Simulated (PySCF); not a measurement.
# 29Si chemical shifts

All values are calculated (PySCF): structure optimised with GFN2-xTB, σ from GIAO-PBE0/pcSseg-1. Gas phase, non-relativistic, rapidly exchanging positions averaged, single conformer.

Shieldings were converted by a linear fit to measured shifts: 29Si (scatter 8.9 ppm rms, 25.8 ppm with the 6 outliers that the fit left out vs TMS, solution or neat liquid). Occasional misses reach two or three times the rms, and more in compound classes unlike the fitted ones.

Question: Give the 29Si shifts of `[SiH3][Si]1([SiH3])CO[SiH2][SiH2]1`, `C#C/C([SiH3])=C\[SiH2]P`, `C=C(C)[P@@](=O)(O)C[SiH3]`, `C=C[Si@H](P)C#C[SiH3]`, `N#C[C@H](O[SiH2]C(F)(F)F)C(F)(F)F`, `C#CC(=C)[SiH2][SiH2]P`, `C[Si@@H]1[SiH2][SiH2][Si@H](O)[SiH2]1`.

Answer: 
| compound | environment | δ (ppm) |
| --- | --- | --- |
| [SiH3:1][Si:2]1([SiH3:3])[CH2:4][O:5][SiH2:6][SiH2:7]1 | Si6: silicon bonded to O, Si, 2 H, in a 5-membered ring | -19.7 |
| [SiH3:1][Si:2]1([SiH3:3])[CH2:4][O:5][SiH2:6][SiH2:7]1 | Si2: silicon bonded to C, 3 Si, in a 5-membered ring | -82.7 |
| [SiH3:1][Si:2]1([SiH3:3])[CH2:4][O:5][SiH2:6][SiH2:7]1 | Si1/3: silicon bonded to Si, 3 H (×2) | -97.2 |
| [SiH3:1][Si:2]1([SiH3:3])[CH2:4][O:5][SiH2:6][SiH2:7]1 | Si7: silicon bonded to 2 Si, 2 H, in a 5-membered ring | -99.8 |
| [CH:1]#[C:2]/[C:3]([SiH3:4])=[CH:5]\[SiH2:6][PH2:7] | Si4: silicon bonded to C, 3 H | -56.6 |
| [CH:1]#[C:2]/[C:3]([SiH3:4])=[CH:5]\[SiH2:6][PH2:7] | Si6: silicon bonded to C, P, 2 H | -59.0 |
| C=C(C)[P@@](=O)(O)C[SiH3] | silicon bonded to C, 3 H | -70.5 |
| [CH2:1]=[CH:2][Si@H:3]([PH2:4])[C:5]#[C:6][SiH3:7] | Si3: silicon bonded to 2 C, P, H | -54.4 |
| [CH2:1]=[CH:2][Si@H:3]([PH2:4])[C:5]#[C:6][SiH3:7] | Si7: silicon bonded to C, 3 H | -88.5 |
| N#C[C@H](O[SiH2]C(F)(F)F)C(F)(F)F | silicon bonded to C, O, 2 H | -34.3 |
| [CH:1]#[C:2][C:3](=[CH2:4])[SiH2:5][SiH2:6][PH2:7] | Si5: silicon bonded to C, Si, 2 H | -53.2 |
| [CH:1]#[C:2][C:3](=[CH2:4])[SiH2:5][SiH2:6][PH2:7] | Si6: silicon bonded to P, Si, 2 H | -84.4 |
| [CH3:1][Si@@H:2]1[SiH2:3][SiH2:4][Si@H:5]([OH:6])[SiH2:7]1 | Si5: silicon bonded to O, 2 Si, H, in a 5-membered ring | -0.2 |
| [CH3:1][Si@@H:2]1[SiH2:3][SiH2:4][Si@H:5]([OH:6])[SiH2:7]1 | Si2: silicon bonded to C, 2 Si, H, in a 5-membered ring | -69.0 |
| [CH3:1][Si@@H:2]1[SiH2:3][SiH2:4][Si@H:5]([OH:6])[SiH2:7]1 | Si7: silicon bonded to 2 Si, 2 H, in a 5-membered ring | -104.9 |
| [CH3:1][Si@@H:2]1[SiH2:3][SiH2:4][Si@H:5]([OH:6])[SiH2:7]1 | Si3: silicon bonded to 2 Si, 2 H, in a 5-membered ring | -105.9 |
| [CH3:1][Si@@H:2]1[SiH2:3][SiH2:4][Si@H:5]([OH:6])[SiH2:7]1 | Si4: silicon bonded to 2 Si, 2 H, in a 5-membered ring | -110.6 |
